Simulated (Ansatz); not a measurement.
```yaml
crystal:
  periodic: [false, false, false]
  atoms:
    - {symbol: Si, position_ang: [-0.837523, -0.902391, 0.900569]}
    - {symbol: O, position_ang: [0.576522, -0.219414, 1.297193]}
    - {symbol: C, position_ang: [0.630490, 0.857157, 0.360226]}
    - {symbol: N, position_ang: [1.504965, 0.527516, -0.826680]}
    - {symbol: Al, position_ang: [-0.080638, 0.550567, -1.374449]}
    - {symbol: H, position_ang: [-0.930958, -2.299981, 1.435091]}
    - {symbol: H, position_ang: [-0.879829, -1.070150, -0.585719]}
    - {symbol: H, position_ang: [-2.053846, -0.152973, 1.199845]}
    - {symbol: H, position_ang: [0.916202, 1.737855, 0.941664]}
    - {symbol: H, position_ang: [2.464946, 0.271299, -0.687339]}
    - {symbol: H, position_ang: [-1.012175, 0.678398, -2.730778]}
basis:
  gaussian: {orbitals: ANO-RCC-VTZP, final_grid: {core_spheres: 8, valence_spheres: 7, degree: 23}}
total_charge: 1
magnetization: {spin_polarized: true, initial_magnetization: 1}
hamiltonian: {xc: {name: PBE0-DH}}
scf: {lower_state_search: off}
charge: 1
output: {forces: true}
```

```sh
$ ansatz run in.yaml --threads 4 --pin off --events-out ev --progress --plain --max-ram 10444MiB
```

It prints (some lines left out):

```
Error: YAML parse error: error: line 21 column 1: unknown field `charge`, expected one of crystal, accuracy, basis, kpoints, hamiltonian, magnetization, projection, total_charge, correlation, batch, efield, external_charges, scf, relax, neb, saddle, md, ramp, phonons, dielectric, real_time, elastic, magnetic_configurations, gw, evaluate, workflow, output, checkpoint, execution
19 | hamiltonian: {xc: {name: PBE0-DH}}
20 | scf: {lower_state_search: off}
21 | charge: 1
22 | output: {forces: true}
```

In this input the input holds a key that doesn't belong there. The program refused the input.
